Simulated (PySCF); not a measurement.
Computed shifts of a molecule C2H8BNO, B3LYP/pcSseg-1 (PySCF), GIAO, gas phase, equivalent atoms averaged, in ppm (number of nuclei): ¹³C: 56.0 (1), 3.8 (1). ¹H: 4.04 (3), 2.99 (1), 2.89 (1), 0.65 (3). ¹⁵N: 78.9 (1). References: ¹¹B against BF3 (σ = 86.3 ppm); ¹³C against TMS (σ = 181.3 ppm); ¹H against TMS (σ = 31.68 ppm); ¹⁷O against H2O (σ = 333.8 ppm); ¹⁵N against NH3 (σ = 265.5 ppm), references at their B3LYP-D3(BJ)/def2-TZVP geometries, non-relativistic. Coordinates come from a PBE-D3(BJ)/def2-SVP optimisation. One conformer was computed; it need not be the lowest.

Problem. Which molecule gave these data?
(A) CNBOC
(B) CN(C)BO
(C) CCOBN
(D) COB(C)N

Solution. D, COB(C)N
